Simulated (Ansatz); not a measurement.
CH6AlClOSi, singlet, geometry from GFN2-xTB (such geometries of metal compounds can be far from the true shape), atoms displaced at random by about 0.08 Å a coordinate; Ansatz (a first-principles code) with HF/6-31G, gradient.

Input for Ansatz:
Ansatz 0.2 input:
```yaml
crystal:
  periodic: [false, false, false]
  atoms:
    - {symbol: Al, position_ang: [-0.21795157, 0.04647168, -0.09567915]}
    - {symbol: Cl, position_ang: [-2.30506392, 0.20766855, 0.13311876]}
    - {symbol: O, position_ang: [0.31022306, -0.83785480, -1.13009323]}
    - {symbol: C, position_ang: [0.91598519, -1.65006230, -2.25648035]}
    - {symbol: H, position_ang: [1.39522647, -2.62576289, -1.81676484]}
    - {symbol: H, position_ang: [-0.03042505, -1.88903979, -3.01761134]}
    - {symbol: H, position_ang: [1.76512635, -1.17368948, -2.80728134]}
    - {symbol: Si, position_ang: [1.43507194, 1.16173704, 1.45233081]}
    - {symbol: H, position_ang: [2.53235372, 1.94069973, 0.62087196]}
    - {symbol: H, position_ang: [2.57998811, -0.06361451, 2.17743769]}
    - {symbol: H, position_ang: [1.05268566, 1.93846829, 2.38546263]}
basis:
  gaussian:
    orbitals: 6-31G
hamiltonian:
  xc: hf
output: {forces: true}
```

Question: What does Ansatz print? Leave out banner, timings and long lists.

Answer: 
```
Functional definition: HF
816 factors; integrals over basis functions are off by at most 2.2e-4 eV
mean field evaluation 1: about -30103.4030 eV, gradient 3.6e1 eV
mean field evaluation 2: about -30103.4155 eV, gradient 3.6e1 eV
mean field evaluation 4: about -30106.4014 eV, gradient 2.8e0 eV
mean field evaluation 8: about -30106.4337 eV, gradient 9.5e-5 eV
mean field -30106.43367761 eV, -1106.3910307784 hartree, gradient 1.5e-5 eV, S^2 0.000000; 0 other end points of the search recorded, 0 dependent functions left out
the calculation of the forces begins
reference -30106.43367761 eV, -1106.3910307784 hartree; 32, 32 occupied and 37, 37 virtual orbitals, 816 factors
Total energy: -30106.43367761 eV, -1106.3910307784 hartree
Atom 0 at    -0.217952     0.046472    -0.095679 Å, force    -2.230735     7.077360     8.878598 eV/Å
Atom 1 at    -2.305064     0.207669     0.133119 Å, force    -1.655616     0.250993     0.243331 eV/Å
Atom 2 at     0.310223    -0.837855    -1.130093 Å, force     6.524413    -8.913243   -11.688675 eV/Å
Atom 3 at     0.915985    -1.650062    -2.256480 Å, force    -2.246520    -1.293966     0.463578 eV/Å
Atom 4 at     1.395226    -2.625763    -1.816765 Å, force    -1.670916     2.105528    -0.797536 eV/Å
Atom 5 at    -0.030425    -1.889040    -3.017611 Å, force     3.210958     0.545319     2.336178 eV/Å
Atom 6 at     1.765126    -1.173689    -2.807281 Å, force    -1.422515     0.328069     0.908791 eV/Å
Atom 7 at     1.435072     1.161737     1.452331 Å, force     4.787081    -5.273691    -4.594888 eV/Å
Atom 8 at     2.532354     1.940700     0.620872 Å, force    -1.046185    -0.485592     0.435800 eV/Å
Atom 9 at     2.579988    -0.063615     2.177438 Å, force    -2.106038     1.771103    -1.058529 eV/Å
Atom 10 at     1.052686     1.938468     2.385463 Å, force    -2.143927     3.888119     4.873351 eV/Å
Dipole moment:     0.445153    -0.189606    -0.505239 e Å
```
